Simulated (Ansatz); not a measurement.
Isolated molecules relaxed with PBE0-D4/def2-TZVP in Ansatz; ΔE leaves out vibrations. CBS: MP2 limit from def2 TZ/QZ plus the TZ coupled-cluster correction, frozen cores. This one scheme is used for every species. For Ge outer-core shells are correlated without core-valence functions, which leaves a few kJ/mol of doubt a bond. Scalar relativity is left out up to krypton. Each species was taken in one conformer, which may not be the lowest.

Consider the cleavage of the Al–Si bond: `[CH3][AlH][SiH2][AlH2]` + `[SH][GeH3]` → `[CH3][AlH][S][GeH3]` + `[AlH2][SiH3]`.

```json
{"species": "`[CH3][AlH][SiH2][AlH2]`", "HF/def2-TZVPP energy (Eh)": "-815.31093"}
{"species": "`[SH][GeH3]`", "HF/def2-TZVPP energy (Eh)": "-2475.25657"}
{"species": "`[CH3][AlH][S][GeH3]`", "HF/def2-TZVPP energy (Eh)": "-2756.86173"}
{"species": "`[AlH2][SiH3]`", "HF/def2-TZVPP energy (Eh)": "-533.75097"}
```

Problem. Work out ΔE.

Solution. ΔE = (-2756.86173) + (-533.75097) − (-815.31093) − (-2475.25657) = -0.04520 Eh = -1.23 eV. CCSD(T)/CBS gives -1.14 eV.

Largest T1 diagnostic among the species: 0.013.

From PBE to PBE0 (25 % exact exchange), in def2-TZVPP and without D4, ΔE moves by −0.07 eV. The D4 term adds −0.06 eV with B3LYP and −0.03 eV with PBE0; it sums over pairs of atoms, weighted by their polarisabilities, and B3LYP, whose exchange is more repulsive, gets the larger term.

B3LYP here is the variant with VWN-RPA as its local correlation; programs differ in this.
